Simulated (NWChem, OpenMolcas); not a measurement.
# How basis sets differ on SnNH4Cl (SMILES [NH2][SnH2][Cl])

SnNH4Cl has 7 atoms, charge 0, and is taken as a singlet. SMILES: `[NH2][SnH2][Cl]`. The shape is that of a PBE0-D4/def2-TZVP optimisation. This is one conformer, not always the lowest.

| atom | x (Å) | y (Å) | z (Å) |
| --- | --- | --- | --- |
| N | -0.9728 | -0.0201 | -0.8352 |
| Sn | 0.5623 | 0.0414 | 0.4491 |
| Cl | 0.8464 | -2.1335 | 1.2510 |
| H | -1.8035 | 0.4855 | -0.5665 |
| H | -0.7564 | 0.1652 | -1.8030 |
| H | 0.1728 | 0.9768 | 1.8146 |
| H | 2.0124 | 0.4168 | -0.3557 |

Each level gives the dipole moment (D). The values are calculated.

| level | kind | program | value (D) | CPU time |
| --- | --- | --- | --- | --- |
| HF/ANO-R0 (sfX2C) | Hartree–Fock | OpenMolcas | 2.98 | 9 s |
| HF/STO-3G | Hartree–Fock | OpenMolcas | 4.76 | 3.2 s |
| HF/3-21G | Hartree–Fock | NWChem | 5.42 | 9.4 s |
| HF/def2-SVP (core potential) | Hartree–Fock | NWChem | 3.97 | 20 s |
| HF/ANO-RCC-VDZP (DKH2, RICD fitting) | Hartree–Fock | OpenMolcas | 4.16 | 25 s |

All-electron rows without a relativistic Hamiltonian named are non-relativistic, while core potentials hold scalar relativity, so basis and relativity change together. The values span 2.98 to 5.42 D. Magnitudes only. Sets without polarisation functions give poor dipoles. Times are those of the runs behind each value, whatever else they computed, on shared processors of several kinds: orders of magnitude only.
